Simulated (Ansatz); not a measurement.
Start from `C[SiH2]BO[SiH3]` and change one atom or group to get `C[SiH2]B[NH][AlH2]`.

Ansatz, PBE0-D4/def2-TZVP geometries, multiplicity 1. Each molecule was computed in one conformer, which needn't be the lowest.

| property | `C[SiH2]BO[SiH3]` |
| --- | --- |
| HOMO energy (ωB97M-V/def2-TZVPP) / eV | -9.56 |
| LUMO energy (B3LYP/def2-TZVPP) / eV | -1.37 |
| size of the dipole moment (ωB97M-V/def2-TZVPP) / D | 1.24 |
| size of the dipole moment (PBE/def2-TZVPP) / D | 1.22 |
| HOMO energy (PBE0/def2-TZVPP) / eV | -7.38 |
| LUMO energy (PBE0/def2-TZVPP) / eV | -1.17 |

Question: What does the change do to each property? (An estimate is asked.)

Answer: The calculation gave: 
| property | `C[SiH2]B[NH][AlH2]` | shift |
| --- | --- | --- |
| HOMO energy (ωB97M-V/def2-TZVPP) / eV | -9.52 | 0.04 |
| LUMO energy (B3LYP/def2-TZVPP) / eV | -1.72 | -0.35 |
| size of the dipole moment (ωB97M-V/def2-TZVPP) / D | 2.17 | 0.93 |
| size of the dipole moment (PBE/def2-TZVPP) / D | 2.13 | 0.91 |
| HOMO energy (PBE0/def2-TZVPP) / eV | -7.35 | 0.03 |
| LUMO energy (PBE0/def2-TZVPP) / eV | -1.52 | -0.35 |

Dipoles are sizes alone; their direction can turn.

B3LYP here is the variant with VWN-RPA as its local correlation; programs differ in this.
